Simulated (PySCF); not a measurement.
# Working out the ionisation energy of O²⁺

O²⁺ [He] 2s2 2p2 (3P) → O³⁺ [He] 2s2 2p1 (2P). All numbers are calculated (PySCF 2.14, no relativity, point nucleus, in aug-cc-pVQZ with one added diffuse shell each of s, p, d, f, g type (7s6p5d4f3g, 105 functions)). Frozen: 1s2. Energies in hartree (1 hartree = 27.21139 eV):

```csv
part,O²⁺ (lower),O³⁺ (upper)
UHF,-73.105153,-71.098331
MP2 opposite-spin,-0.068114,-0.062407
MP2 same-spin,-0.014399,-0.004236
```

Question: What does Hartree-Fock give?

Answer: (-71.098331) − (-73.105153) = 2.006822 hartree = 54.608 eV.

Question: What do MP2 and SCS-MP2 (6/5 opposite-spin, 1/3 same-spin) give?

Answer: The opposite-spin parts differ by 0.155 eV and the same-spin parts by 0.277 eV. MP2: 54.608 + (0.155) + (0.277) = 55.040 eV. SCS-MP2: 54.608 + 1.2 × (0.155) + (0.277)/3 = 54.886 eV.

A first-order spin-orbit estimate adds -0.005 eV to MP2 (valence), giving 55.035 eV against 54.936 eV (semi-empirical (NIST evaluation); NIST Atomic Spectra Database, ionization energies).

What remains against the reference includes basis incompleteness, the frozen core and correlation beyond second order.
